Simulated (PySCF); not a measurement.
Simulation results for CH5BGeO, BCl2GeH2

Calculation on a computer-drawn molecule: the log of a Hartree-Fock and frozen-core CCSD(T) single point meant for a local Hartree-Fock minimum, with one planted fault or none, to be diagnosed. Offsets are logged minus clean, where the clean run is the same molecule without the fault. The reference is restricted for singlets and unrestricted otherwise, and also for a bond in bohr or an excited solution. Adding or removing an electron swaps singlet and doublet. The excited solution moves the top pair (singlet) or top alpha electron (doublet) to the lowest empty orbital. Highest occupied and lowest empty are orbital energies over both spins, largest force is the largest gradient component, triples share is (T) over the correlation energy, the T1 limit is 0.02 restricted and 0.045 unrestricted, electrons count all cores, a negative frequency is imaginary (commonest isotopes), and the dipole is about the centre of nuclear charge; on germanium a core potential holds 10 electrons, which the energies leave out, and 3d is frozen in MP2 and coupled-cluster steps. Program: PySCF 2.14.0.

Common to all runs: meant charge 0; meant basis and core potential on germanium cc-pVDZ-PP ECP10MDF; logged SCF converged yes; logged CC converged yes; logged SCF stable within its kind yes; possible faults no fault, one electron removed, one electron added, multiplicity raised by two, geometry at a saddle point, SCF held on an excited solution, minimal basis STO-3G, one bond length entered in bohr, all coordinates scaled.

```yaml
- entry: 1
  formula: CH5BGeO
  logged_structure:
    atoms_angstrom:
      - [B, -1.7216, -0.7976, -0.3732]
      - [Ge, -0.6655, -2.4409, 0.3454]
      - [C, 0.1668, -3.5972, -0.9877]
      - [O, -0.5394, -2.7493, 1.9373]
      - [H, -1.1753, 0.2561, -0.5202]
      - [H, -2.8842, -0.8935, -0.6372]
      - [H, 0.8801, -3.0273, -1.5888]
      - [H, -0.5932, -4.0037, -1.66]
      - [H, 0.6842, -4.4147, -0.4865]
  given:
    meant_multiplicity: 1
    meant_basis: cc-pVDZ
    logged_electrons: 55
    logged_basis_functions: 90
    logged_spin_squared: 0.764
    "logged_highest_occupied [eV]": -17.201
    "logged_lowest_empty [eV]": -4.9421
    "logged_largest_force [hartree/bohr]": 0.11305
    logged_T1_diagnostic: 0.033754
    logged_D1_diagnostic: 0.18387
    logged_triples_share: 0.028944
    "logged_dipole_magnitude [debye]": 2.9389
    "logged_energy_HF [hartree]": -433.37335
    "logged_energy_CCSD(T) [hartree]": -433.87732
    drawn_bonds_atom: [1, 2, 2, 1, 1, 3, 3, 3]
    drawn_bonds_other_atom: [2, 3, 4, 5, 6, 7, 8, 9]
    drawn_bonds_order: [1, 1, 2, 1, 1, 1, 1, 1]
  results:
    planted_fault: "one electron removed"
    "HF_energy_offset_from_clean_run [kcal/mol]": 164.9
    "CCSD(T)_energy_offset_from_clean_run [kcal/mol]": 203.6
- entry: 2
  formula: BCl2GeH2
  logged_structure:
    atoms_angstrom:
      - [B, -0.553, -0.5717, 2.6653]
      - [Ge, 1.3876, -0.3737, 1.9575]
      - [Cl, 2.5571, -2.1997, 2.0705]
      - [Cl, 1.5092, 0.2832, -0.1087]
      - [H, -1.3801, 0.1787, 2.2479]
      - [H, -0.7446, -1.3247, 3.5695]
  given:
    meant_multiplicity: 2
    meant_basis: "cc-pV(D+d)Z"
    logged_electrons: 73
    logged_basis_functions: 93
    logged_spin_squared: 3.778
    "logged_highest_occupied [eV]": -7.7611
    "logged_lowest_empty [eV]": -3.5814
    "logged_largest_force [hartree/bohr]": 0.058003
    logged_T1_diagnostic: 0.022408
    logged_D1_diagnostic: 0.11934
    logged_triples_share: 0.029718
    "logged_dipole_magnitude [debye]": 1.2362
    "logged_energy_HF [hartree]": -1238.127
    "logged_energy_CCSD(T) [hartree]": -1238.61332
    drawn_bonds_atom: [1, 2, 2, 1, 1]
    drawn_bonds_other_atom: [2, 3, 4, 5, 6]
    drawn_bonds_order: [1, 1, 1, 1, 1]
  results:
    planted_fault: "multiplicity raised by two"
    "HF_energy_offset_from_clean_run [kcal/mol]": 95.62
    "CCSD(T)_energy_offset_from_clean_run [kcal/mol]": 96.31
```
